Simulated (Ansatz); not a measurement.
Molecule: dichloro(ethynyl)borane, C2HBCl2 (charge 0, singlet). 
Coordinates optimised at B3LYP-D3(BJ)/def2-TZVP (Ansatz, an electronic-structure program):
```xyz
6

C      2.6767    -0.4806    -0.2009
C      1.4936    -0.2681    -0.1121
B      0.0176    -0.0032    -0.0013
Cl    -0.6291     1.5711    -0.4144
Cl    -1.0668    -1.2666     0.5418
H      3.7210    -0.6680    -0.2793
```

Basis-set convergence of Hartree-Fock and CCSD(T) correlation energies (hartree) with Ansatz. Valence correlation only, unless marked. No spin-orbit coupling. No relativistic terms.

| basis | functions | E(HF) | E(corr, CCSD(T)) |
|---|---|---|---|
| cc-pV(D+d)Z | 93 | -1020.05426 | -0.65979 |
| cc-pV(T+d)Z | 182 | -1020.10879 | -0.84384 |
| cc-pV(Q+d)Z | 323 | -1020.12185 | -0.90449 |
| cc-pV(5+d)Z | 528 | -1020.12427 | -0.92426 |

Extrapolating the two largest sets (X = 4 and 5) as X^-3: E(corr) = (125·(-0.92426) - 64·(-0.90449))/61 = -0.9450 Eh, an estimate of the basis-set limit. The largest set recovers 97.8 % of it, the smallest 69.8 %.
